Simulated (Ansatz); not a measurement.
`F[C@H]1[SiH2][C@@H]1Cl`, relaxed with RKS PBE-D4/def2-SVP in the Gaussian-basis code of Ansatz from a rough embedded geometry. The force threshold is 0.03 eV/Å; the program also tests the step.

The species carries charge 0 and has multiplicity 1.

Start:

```xyz
9

F    -0.894    0.598   -1.759
C     0.081    0.110   -0.910
Si    0.067    0.759    0.804
C    -0.248   -0.860    0.179
Cl    0.767   -2.199    0.515
H     1.036    0.020   -1.422
H     1.494    1.078    1.305
H    -1.011    1.698    1.132
H    -1.291   -1.204    0.155
```

(1) How much energy does the relaxation release, and in how many steps? (Best estimate.)

(2) Which bonds change most? (An estimate is asked.)

(3) Give the relaxed structure. (Estimate.)

Results:

(1) Computed: 49.14 kJ/mol, in 7 steps, 1 of them rejected.

(2) The calculation gave: Si3–C4 from 1.763 to 1.898 Å; C2–Si3 from 1.833 to 1.907 Å; C4–Cl5 from 1.714 to 1.784 Å; Si3–H7 from 1.545 to 1.494 Å.

(3) The calculation gave: 
```xyz
9

F    -0.854    0.353   -1.925
C     0.080    0.129   -0.947
Si    0.129    0.896    0.799
C    -0.248   -0.850    0.157
Cl    0.690   -2.356    0.348
H     1.099    0.001   -1.369
H     1.476    1.250    1.339
H    -1.037    1.628    1.378
H    -1.335   -1.050    0.221
```
